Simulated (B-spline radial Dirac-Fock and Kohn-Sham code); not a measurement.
Pr⁵²⁺: eigenvalues, ΔSCF and the reference

System: praseodymium as Pr⁵²⁺, [He] 2s2 2p3.

The density-functional columns are spherical, spin-unpolarised Dirac-Kohn-Sham results without Breit or QED terms: −ε is minus the orbital energy of the initial state and ΔSCF the difference of two total energies. The reference in the last column comes from ΔSCF Dirac-Fock with Breit, self-energy and vacuum polarisation, finite nucleus, configuration average. All numbers are from a radial atomic solver, in eV; a selection of levels is shown. The Kohn-Sham columns are given as differences from the reference. For the 1s level of heavy atoms much of the gap between ΔSCF and the reference is the Breit and QED part, -152.5 eV here; for other levels the error of the functional can be larger.

```csv
level,LDA −ε − DF,LDA ΔSCF − DF,Dirac-Fock
K,-310.6,+160.4,46736.8
L1,-108.9,+7.6,10919.9
"L2,3",-124.4,+10.3,10351.9
```

Values without a named source are computed, but for edge energies of neutral atoms, which are taken from tables.
